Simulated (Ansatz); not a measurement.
CaCl2, 3 atoms. Hardware: 4 threads of Intel Xeon on a shared host.

The 6-31G sets use Cartesian d functions. Correlated methods freeze 15 core orbitals; core or outer-core shells of Ca are correlated, in sets that lack core-valence functions.

How many basis functions does each of these Ansatz runs have, and roughly what does it cost? HF/6-31G, charge 0 quintet, energy; B3LYP-D4/6-31G, charge 0 quintet, energy; PBE0-D4/def2-TZVP, charge 0 singlet, energy, from earlier orbitals; CCSD(T)/def2-TZVPP, charge 1 doublet at the geometry of the charge 0 singlet, energy, from earlier orbitals; PBE0-D4/def2-TZVP, charge 0 quintet, energy, from earlier orbitals; r2SCAN-D4/def2-TZVP, charge 0 quintet, relaxation, 8 steps; r2SCAN0-D4/def2-TZVP, charge 0 quintet, energy, from earlier orbitals; CCSD(T)/def2-TZVPP, charge 0 quintet, energy, from earlier orbitals; r2SCAN-D4/def2-TZVP, charge 0 singlet, energy and forces, from earlier orbitals; PBE-D4/def2-TZVP, charge 0 singlet, energy, from earlier orbitals; HF/6-31G, charge 0 triplet, energy; BLYP-D4/def2-TZVP, charge 0 triplet, energy, from earlier orbitals.

Other jobs shared the machine, so times can vary by a factor of up to 3. A dash marks memory too small to be measured apart from the calling script's.

```json
{"run": "PBE-D4/def2-TZVP, charge 0 singlet, energy, from earlier orbitals", "functions": "110", "fitting or Cholesky vectors": "879", "wall time": "2.1 s", "peak host memory (GiB)": "–"}
{"run": "HF/6-31G, charge 0 quintet, energy", "functions": "55", "fitting or Cholesky vectors": "580", "wall time": "3.2 s", "peak host memory (GiB)": "–"}
{"run": "PBE0-D4/def2-TZVP, charge 0 singlet, energy, from earlier orbitals", "functions": "110", "fitting or Cholesky vectors": "935", "wall time": "4.2 s", "peak host memory (GiB)": "–"}
{"run": "HF/6-31G, charge 0 triplet, energy", "functions": "55", "fitting or Cholesky vectors": "580", "wall time": "6 s", "peak host memory (GiB)": "–"}
{"run": "r2SCAN-D4/def2-TZVP, charge 0 singlet, energy and forces, from earlier orbitals", "functions": "110", "fitting or Cholesky vectors": "879", "wall time": "7.5 s", "peak host memory (GiB)": "–"}
{"run": "BLYP-D4/def2-TZVP, charge 0 triplet, energy, from earlier orbitals", "functions": "110", "fitting or Cholesky vectors": "879", "wall time": "7.5 s", "peak host memory (GiB)": "–"}
{"run": "r2SCAN0-D4/def2-TZVP, charge 0 quintet, energy, from earlier orbitals", "functions": "110", "fitting or Cholesky vectors": "800", "wall time": "14 s", "peak host memory (GiB)": "–"}
{"run": "CCSD(T)/def2-TZVPP, charge 0 quintet, energy, from earlier orbitals", "functions": "120", "fitting or Cholesky vectors": "872", "wall time": "16 s", "peak host memory (GiB)": "0.74"}
{"run": "B3LYP-D4/6-31G, charge 0 quintet, energy", "functions": "55", "fitting or Cholesky vectors": "580", "wall time": "17 s", "peak host memory (GiB)": "–"}
{"run": "CCSD(T)/def2-TZVPP, charge 1 doublet at the geometry of the charge 0 singlet, energy, from earlier orbitals", "functions": "120", "fitting or Cholesky vectors": "872", "wall time": "33 s", "peak host memory (GiB)": "0.79"}
{"run": "PBE0-D4/def2-TZVP, charge 0 quintet, energy, from earlier orbitals", "functions": "110", "fitting or Cholesky vectors": "800", "wall time": "1.7 min", "peak host memory (GiB)": "–"}
{"run": "r2SCAN-D4/def2-TZVP, charge 0 quintet, relaxation, 8 steps", "functions": "110", "fitting or Cholesky vectors": "879", "wall time": "2.3 min", "peak host memory (GiB)": "–"}
```
